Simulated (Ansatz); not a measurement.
Cost and result for the atomization energy of FH₄OSbSi, SMILES `[OH][Sb]([F])[SiH3]` (8 atoms, 7 bonds).

Charge 0, multiplicity 1. Correlated methods include outer-core shells of Sb, which these sets cover unevenly. Sb takes the def2 core potential. The geometry is a stationary point of PBE0-D4/def2-TZVP. It is one conformer, not always the lowest. Program: Ansatz. All runs use 4 threads of an Intel Xeon Platinum 8375C on a shared host. Times are those of one run each, without the atoms' runs, and a repeat can differ threefold. Electronic energies, without spin–orbit coupling; frozen cores. CCSD(T)/CBS adds CCSD(T) − MP2 in def2-TZVPP to the MP2 limit, and its time is that of the two runs behind it. T1 = 0.015. With those shells the extrapolation isn't a true limit. B3LYP takes the VWN-RPA correlation (the form of Gaussian; ORCA's B3LYP/G). HSE06 is the plane-wave form, built on full-range PBE exchange.

CCSD(T)/CBS is a level of theory with its own doubt, some kJ/mol a heavy atom from the limit and from the frozen cores, so smaller differences don't rank the functionals.

```
                            level  functions  wall time  atomization (kJ/mol)  difference from CCSD(T)/CBS  per bond
             revPBE-D4/def2-TZVPP        210      1.6 s                2358.6                        -49.6      -7.1
               BLYP-D4/def2-TZVPP        210      1.6 s                2420.0                         11.8       1.7
               PBE0-D4/def2-TZVPP        210      2.6 s                2343.8                        -64.4      -9.2
              HSE06-D4/def2-TZVPP        210      2.8 s                2343.4                        -64.8      -9.3
          CAM-B3LYP-D4/def2-TZVPP        210      2.9 s                2400.6                         -7.6      -1.1
              BHLYP-D4/def2-TZVPP        210      3.1 s                2287.1                       -121.1     -17.3
B3LYP-D4/def2-TZVPP (with forces)        210        4 s                2393.1                        -15.1      -2.2
                 CCSD(T)/def2-SVP         92      4.6 s                2118.9                       -289.3     -41.3
                B97M-V/def2-TZVPP        210      4.7 s                2416.2                          8.0       1.1
               ωB97X-V/def2-TZVPP        210        6 s                2417.6                          9.4       1.3
                   MP2/def2-QZVPP        386       15 s                2389.9                        -18.3      -2.6
               CCSD(T)/def2-TZVPP        210       84 s                2301.0                       -107.2     -15.3
                CCSD(T)/CBS(def2)          –       99 s                2408.2                          0.0       0.0
```

At CCSD(T), def2-SVP lies −289.3 kJ/mol from the extrapolated value and def2-TZVPP −107.2 kJ/mol: correlation converges slowly with the basis, and small sets miss more of it in the bonded molecule than in its fragments. From PBE to PBE0 (25 % exact exchange), in def2-TZVPP and without D4, the atomization energy moves by −80.0 kJ/mol: exact exchange takes away binding that semilocal exchange gives to molecules. In def2-TZVPP, CCSD(T) changes the Hartree–Fock value by +730.1 kJ/mol (the triples alone add +46.1 kJ/mol) and MP2 by +752.3 kJ/mol; breaking electron pairs costs correlation energy, which Hartree–Fock lacks.
